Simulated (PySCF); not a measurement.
**Electron correlation in Br (bromine, neutral)**

Starting occupation: [Ar] 3d10 4s2 4p5, 4p1/2 with m_j = -1/2, +1/2, 4p3/2 with m_j = -1/2, +1/2, +3/2. Calculation: PySCF 2.14, in x2c-TZVPPall-2c (6s7p4d1f, 54 functions); X2C-1e with screened-nucleus spin-orbit coupling, Gaussian nucleus. Frozen: [Ne]; 25 electrons correlated.

MP2 pair energies summed by pair of shells (mhartree):

```json
{"pair": "3d-3d", "energy": "-88.29", "share (%)": "22.1"}
{"pair": "4p-4p", "energy": "-83.35", "share (%)": "20.9"}
{"pair": "3d-3p", "energy": "-70.87", "share (%)": "17.8"}
{"pair": "4p-4s", "energy": "-47.22", "share (%)": "11.8"}
{"pair": "3d-4p", "energy": "-25.06", "share (%)": "6.3"}
{"pair": "3p-3p", "energy": "-23.56", "share (%)": "5.9"}
{"pair": "3d-3s", "energy": "-18.08", "share (%)": "4.5"}
{"pair": "3d-4s", "energy": "-11.94", "share (%)": "3.0"}
{"pair": "3p-3s", "energy": "-10.36", "share (%)": "2.6"}
{"pair": "4s-4s", "energy": "-8.22", "share (%)": "2.1"}
{"pair": "3p-4p", "energy": "-5.84", "share (%)": "1.5"}
{"pair": "3p-4s", "energy": "-3.26", "share (%)": "0.8"}
{"pair": "3s-3s", "energy": "-1.29", "share (%)": "0.3"}
{"pair": "3s-4p", "energy": "-1.29", "share (%)": "0.3"}
{"pair": "3s-4s", "energy": "-0.54", "share (%)": "0.1"}
```

Total MP2 correlation energy: -399.16 mhartree.

The GHF reference relaxed away from the jj start to a determinant that is no pure jj level (⟨S²⟩ = 0.76, ⟨J²⟩ = 3.76); the energies belong to that determinant.

This basis was not built for core-valence correlation, so the inner-shell part is incomplete.
